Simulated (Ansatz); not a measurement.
CH5GaOS (`C[O][GaH][SH]`). The species carries charge 0 and has multiplicity 1. All single points use the PBE0-D4/def2-TZVP geometry. It is one conformer, not always the lowest.

```xyz
9

C     0.561   -0.275    1.190
O     0.306   -1.075    0.067
Ga   -0.461   -0.489   -1.429
S    -1.047    1.630   -1.516
H    -0.357    0.143    1.624
H     1.038   -0.893    1.956
H     1.241    0.558    0.965
H    -0.676   -1.496   -2.583
H    -0.605    1.896   -0.275
```

(1) What is the dipole moment at PBE/def2-TZVPP? (An estimate is asked.)

(2) And with r2SCAN, B3LYP, ωB97M-V? (Best estimate.)

(3) Give the Mulliken charges with PBE, ωB97M-V, r2SCAN in def2-TZVPP. (Estimate.)

Results:

(1) Computed: 0.81 D, with components (0.23, 0.28, 0.72) D in this frame, pointing from negative to positive charge.

(2) The calculation gave: r2SCAN 0.80 D, B3LYP 0.74 D, ωB97M-V 0.68 D.

(3) Computed: 
```json
{"atom": "C1", "PBE": "-0.15", "ωB97M-V": "-0.21", "r2SCAN": "0.01"}
{"atom": "O2", "PBE": "-0.32", "ωB97M-V": "-0.39", "r2SCAN": "-0.40"}
{"atom": "Ga3", "PBE": "0.35", "ωB97M-V": "0.40", "r2SCAN": "0.43"}
{"atom": "S4", "PBE": "-0.27", "ωB97M-V": "-0.27", "r2SCAN": "-0.28"}
{"atom": "H5", "PBE": "0.09", "ωB97M-V": "0.11", "r2SCAN": "0.05"}
{"atom": "H6", "PBE": "0.10", "ωB97M-V": "0.12", "r2SCAN": "0.06"}
{"atom": "H7", "PBE": "0.09", "ωB97M-V": "0.11", "r2SCAN": "0.05"}
{"atom": "H8", "PBE": "0.00", "ωB97M-V": "0.02", "r2SCAN": "-0.02"}
{"atom": "H9", "PBE": "0.12", "ωB97M-V": "0.12", "r2SCAN": "0.11"}
```

B3LYP here is the variant with VWN-RPA as its local correlation; programs differ in this.
